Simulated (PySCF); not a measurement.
This PySCF input asks for the NMR shieldings of C4H13BN2; the geometry comes from GFN2-xTB.

```python
import basis_set_exchange as bse
import numpy as np
from pyscf import gto, dft
from pyscf.prop import nmr

atoms = """
C     2.746906   -0.992577    0.404302
N     1.540393   -0.262596    0.104593
B     1.408186    1.020250   -0.367764
C    -0.050771    1.611264   -0.645710
C    -1.201219    0.917542    0.086226
N    -1.293545   -0.491123   -0.271019
C    -2.419705   -1.159180    0.346574
H     3.612921   -0.362253    0.209239
H     2.823396   -1.891140   -0.215426
H     2.768290   -1.300189    1.454336
H     0.694223   -0.803658    0.249852
H     2.365834    1.667831   -0.579662
H    -0.085087    2.670913   -0.382407
H    -0.250406    1.570631   -1.721812
H    -2.152544    1.444590   -0.119985
H    -1.030060    0.966520    1.167032
H    -1.361342   -0.568603   -1.282660
H    -2.449413   -2.195361    0.011862
H    -2.282376   -1.144760    1.428987
H    -3.388831   -0.687423    0.120407
"""
names = dict.fromkeys(["C", "N", "B", "H"], "pcSseg-1")
basis = {el: gto.basis.parse(bse.get_basis(n, elements=[el], fmt="nwchem")) for el, n in names.items()}
mol = gto.M(atom=atoms, basis=basis, charge=0, verbose=0)
mf = dft.RKS(mol, xc="PBE0")
mf.grids.level = 2
mf.grids.alignment = dft.numint.BLKSIZE   # the property module wants whole blocks of grid points
mf.conv_tol = 1e-9
mf.kernel()

calc = nmr.RKS(mf)   # GIAO
C = mf.mo_coeff
Co = C[:, mf.mo_occ > 0]
resp = mf.gen_response(singlet=True, hermi=2)
def vind(x):   # induced exchange potential for any number of trial vectors
    d = np.einsum("pi,xij,qj->xpq", C, 2 * x.reshape(-1, C.shape[1], Co.shape[1]), Co, optimize=True)
    return np.einsum("xpq,pi,qj->xij", resp(d - d.transpose(0, 2, 1)), C, Co, optimize=True).ravel()
mo1, _ = nmr.rhf.solve_mo1(calc, with_cphf=vind)
sigma = calc.kernel(mo1)
for i, s in enumerate(sigma):   # ppm
    print("%2d %-2s %9.2f" % (i, mol.atom_pure_symbol(i), np.trace(s) / 3))
```

Problem. What does it print?

Solution. 
```
 0 C     149.15
 1 N     131.07
 2 B      61.54
 3 C     164.59
 4 C     132.00
 5 N     210.58
 6 C     147.06
 7 H      28.66
 8 H      28.64
 9 H      28.69
10 H      24.09
11 H      26.77
12 H      30.61
13 H      31.07
14 H      28.75
15 H      29.12
16 H      31.95
17 H      28.84
18 H      29.27
19 H      29.25
```

These numbers come from an equivalent density-fitted implementation of the same equations, which agrees with the script to about 0.01 ppm for H and up to a few tenths of a ppm for heavy atoms, so last digits may differ.

Size and cost of the density-fitted run: 184 basis functions, 42 s wall time on 1 thread of an Arm Neoverse N1, shared host; peak memory 0.87 GiB.
